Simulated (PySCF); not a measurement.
Functional benchmark on one molecule

Molecule: `Cc1ccc(F)cc1`, C7H7F.

Geometry:
```json
{"atom": "C1", "x (Å)": "2.375", "y (Å)": "-0.145", "z (Å)": "-0.038"}
{"atom": "C2", "x (Å)": "0.884", "y (Å)": "0.014", "z (Å)": "0.033"}
{"atom": "C3", "x (Å)": "0.046", "y (Å)": "-1.094", "z (Å)": "0.211"}
{"atom": "C4", "x (Å)": "-1.340", "y (Å)": "-0.961", "z (Å)": "0.251"}
{"atom": "C5", "x (Å)": "-1.896", "y (Å)": "0.304", "z (Å)": "0.112"}
{"atom": "F6", "x (Å)": "-3.222", "y (Å)": "0.443", "z (Å)": "0.156"}
{"atom": "C7", "x (Å)": "-1.099", "y (Å)": "1.427", "z (Å)": "-0.065"}
{"atom": "C8", "x (Å)": "0.284", "y (Å)": "1.272", "z (Å)": "-0.102"}
{"atom": "H9", "x (Å)": "2.718", "y (Å)": "-1.003", "z (Å)": "0.560"}
{"atom": "H10", "x (Å)": "2.709", "y (Å)": "-0.316", "z (Å)": "-1.075"}
{"atom": "H11", "x (Å)": "2.894", "y (Å)": "0.753", "z (Å)": "0.328"}
{"atom": "H12", "x (Å)": "0.488", "y (Å)": "-2.088", "z (Å)": "0.324"}
{"atom": "H13", "x (Å)": "-1.995", "y (Å)": "-1.822", "z (Å)": "0.392"}
{"atom": "H14", "x (Å)": "-1.569", "y (Å)": "2.407", "z (Å)": "-0.167"}
{"atom": "H15", "x (Å)": "0.914", "y (Å)": "2.155", "z (Å)": "-0.237"}
```

Geometry PBE0-D3(BJ)/def2-SVP throughout; GIAO in PySCF 2.14, gas phase, one conformer, non-relativistic; equivalent atoms averaged; basis pcSseg-1.

Reference values (measured; G. Saielli, R. Bini, A. Bagno, Computational 19F NMR. 2. Organic compounds, RSC Adv. 2014, ESI (exp. from Berger-Braun-Kalinowski 1994 and Everett 1995)): δ(F6) = -119.2 ppm vs CFCl3. Computed shifts are taken against CFCl3, calculated as an isolated molecule at each level.

Question: How do the functionals HF, LDA, BP86, OPBE, KT2, PBE0, mPW1PW91, B97-2, BHandHLYP, CAM-B3LYP perform against the reference? Times are CPU seconds on shared hosts with different chips, so compare them loosely.

Answer: 
```tsv
functional	kind	F6	abs. error F	core-s
HF	Hartree–Fock	-100.4	18.8	15
LDA	LDA	-130.5	11.3	19
BP86	GGA	-127.4	8.2	29
OPBE	GGA	-116.5	2.7	31
KT2	GGA	-138.7	19.5	24
PBE0	global hybrid	-116.4	2.8	32
mPW1PW91	global hybrid	-116.6	2.6	21
B97-2	global hybrid	-116.4	2.8	20
BHandHLYP	global hybrid	-111.3	7.9	20
CAM-B3LYP	range-separated hybrid	-112.8	6.4	26
```

For ¹⁹F the closest is mPW1PW91 (2.6 ppm, with OPBE, PBE0, B97-2 practically level) and the furthest KT2 (19.5 ppm). One molecule is a small sample, and vibrational and solvent effects are absent from the calculation.
